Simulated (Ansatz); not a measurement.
Geometry optimisation, DFT PBE-D3(BJ), scalar-relativistic, plane waves, PAW in Ansatz 0.2.0.

input.yaml

```yaml
crystal:
  lattice:
    - [-2.29, -3.966396, 0.0]
    - [3.435, -1.983198, 0.0]
    - [0.0, 0.0, 7.17686]
  atoms:
    - { symbol: Be, position: [0.75, 0.5, 0.0] }
    - { symbol: Be, position: [0.5, 0.3333333, 0.25] }
    - { symbol: Be, position: [0.75, 0.5, 0.5] }
    - { symbol: Be, position: [0.5, 0.3333333, 0.75] }
    - { symbol: Be, position: [0.5, 0.0, 0.0] }
    - { symbol: Be, position: [0.25, 0.8333333, 0.25] }
    - { symbol: Be, position: [0.5, 0.0, 0.5] }
    - { symbol: Be, position: [0.25, 0.8333333, 0.75] }
    - { symbol: Be, position: [0.25, 0.5, 0.0] }
    - { symbol: Be, position: [0.0, 0.3333333, 0.25] }
    - { symbol: Be, position: [0.25, 0.5, 0.5] }
    - { symbol: Be, position: [0.0, 0.3333333, 0.75] }
    - { symbol: Be, position: [0.0, 0.0, 0.0] }
    - { symbol: Be, position: [0.75, 0.8333333, 0.25] }
    - { symbol: Be, position: [0.0, 0.0, 0.5] }
    - { symbol: Be, position: [0.75, 0.8333333, 0.75] }
    - { symbol: Na, position: [-0.0160293, 0.665741, 0.1315308] }
basis:
  ecutwfc: 420.0
kpoints:
  mp_grid: { grid: [3, 3, 2] }
hamiltonian:
  xc: pbe
  dispersion: d3bj
scf:
  occupations: { method: fermi_dirac, width: 0.15 }
  lower_state_search: "off"
relax:
  f_tol: 0.08
  max_steps: 25
  adjacent_minimum: "off"
```

Run as:

```bash
$ ansatz run input.yaml --threads 1 --pin off --max-ram 3072MiB --backend cpu --events-out ev --progress --plain --runs-dir out
```

Where does it end, and by what steps?

It converged. The threshold is loose, so the end isn't yet a minimum. Limits of this set-up: coarse k mesh. After 18 steps the energy has fallen by 13.697 eV; Be1 moved furthest, 1.61 Å. Parted: Be11–Na17. Joined: Be4–Be15, Be5–Be10, Be6–Be12, Be7–Be12, Be11–Be14.

```
step  energy less start (eV)  largest force component (eV/Å)  accepted
   0                  0.0000                           7.848       yes
   1                 -4.1574                           5.845       yes
   2                 -8.9752                           2.175       yes
   3                -10.5442                           1.055       yes
   4                -10.9233                           0.494       yes
   5                -11.2777                           0.496       yes
   6                -11.4641                           0.696       yes
   7                -11.6418                           0.361       yes
   8                -11.7595                           0.276       yes
   9                -11.8295                           0.342       yes
  10                -12.0566                           0.359       yes
  11                -12.1037                           0.576       yes
  12                -12.4227                           0.437       yes
  13                -12.7325                           0.401       yes
  14                -12.9836                           0.402       yes
  15                -13.2592                           0.484       yes
  16                -13.5697                           0.396       yes
  17                -13.6908                           0.097       yes
  18                -13.6972                           0.039       yes
```

```xyz
17
Lattice="-2.2900 -3.9664 0.0000 3.4350 -1.9832 0.0000 0.0000 0.0000 7.1769" Properties=species:S:1:pos:R:3
Be -0.802 -2.594 -0.249
Be 0.503 -2.428 1.322
Be -0.036 -4.079 3.084
Be -0.423 -3.357 5.104
Be -1.045 -1.122 0.923
Be 2.017 -2.314 2.705
Be -1.918 -1.636 4.250
Be 3.072 -3.122 5.311
Be 1.270 -2.813 -0.837
Be 0.576 -0.573 1.959
Be 0.108 -1.971 3.466
Be 1.637 -1.486 4.709
Be 0.550 -0.702 -0.232
Be 2.044 -4.545 2.290
Be 0.260 0.197 3.816
Be 1.060 -4.971 5.700
Na 2.611 -0.763 0.682
```

Whether the end is a true minimum wasn't checked by a vibrational analysis.

Time of the run: 75 s on 1 thread of Arm Neoverse V1, on a shared host, peak memory 0.32 GiB.
